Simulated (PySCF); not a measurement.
A single-point calculation

[TaOCl4]− (singlet). PySCF 2.14.0, RKS PBE0, Ta def2-SVP with ECP60, O def2-SVP, Cl def2-SVP; non-relativistic Hamiltonian with scalar-relativistic core potentials where named; density fitting; no spin-orbit coupling. Purpose: singlet excitations, Tamm-Dancoff PBE0.

```python
mol = gto.M(atom='''
Ta    -0.00000    -0.00000     0.23544
O     -0.00000    -0.00000     1.99296
Cl     0.00000     0.00000    -2.29977
Cl     2.36390    -0.00000     0.10664
Cl    -1.18195     2.04720     0.10664
Cl    -1.18195    -2.04719     0.10664''',
    basis={'Ta': 'def2-SVP', 'O': 'def2-SVP', 'Cl': 'def2-SVP'},
    ecp={'Ta': 'def2-SVP'},
    charge=-1, spin=0)
mf = dft.RKS(mol, xc='PBE0')
mf.grids.atom_grid = (50, 194)
mf = mf.density_fit()  # fitting sets: Ta def2-universal-JKFIT, O def2-universal-JKFIT, Cl def2-universal-JKFIT
mf.conv_tol = 1e-08; mf.max_cycle = 55
mf.kernel(dm0)  # dm0: converged density of the relaxed state
td = mf.TDA(); td.nstates = 8; td.kernel()
```

Run from Python with OMP_NUM_THREADS=2; the lines above give its settings. Where DIIS fails, smearing, a level shift and second-order steps follow.
It took 40 s on 2 threads of Arm Neoverse V2 (shared host), from an already converged density.

**Question.** Where do the frontier levels lie, over both spins?

**Answer.** HOMO -3.69 eV, LUMO 2.01 eV. 

**Question.** What are the Mulliken charges and spins?

**Answer.** 
```json
{"atom": "Ta1", "charge (e)": "0.798", "spin (e)": "0.000"}
{"atom": "O2", "charge (e)": "-0.364", "spin (e)": "0.000"}
{"atom": "Cl3", "charge (e)": "-0.477", "spin (e)": "0.000"}
{"atom": "Cl4", "charge (e)": "-0.319", "spin (e)": "0.000"}
{"atom": "Cl5", "charge (e)": "-0.319", "spin (e)": "0.000"}
{"atom": "Cl6", "charge (e)": "-0.319", "spin (e)": "0.000"}
```

**Question.** Which singlet excitations follow (Tamm-Dancoff, 8 states)?

**Answer.** 
| state | eV | oscillator strength |
| --- | --- | --- |
| 1 | 4.37 | 0.0000 |
| 2 | 4.42 | 0.0014 |
| 3 | 4.42 | 0.0014 |
| 4 | 4.58 | 0.0000 |
| 5 | 4.58 | 0.0000 |
| 6 | 4.61 | 0.0141 |
| 7 | 4.96 | 0.0000 |
| 8 | 5.05 | 0.0039 |
For an anion in a basis without diffuse functions, states above the detachment energy aren't bound: they are resonances at best, or continuum confined by the basis.
Functionals without range separation put charge-transfer states too low; the basis has no diffuse functions.

The geometry was relaxed with PBE (Ta def2-SVP with ECP60, O def2-SVP, Cl def2-SVP).
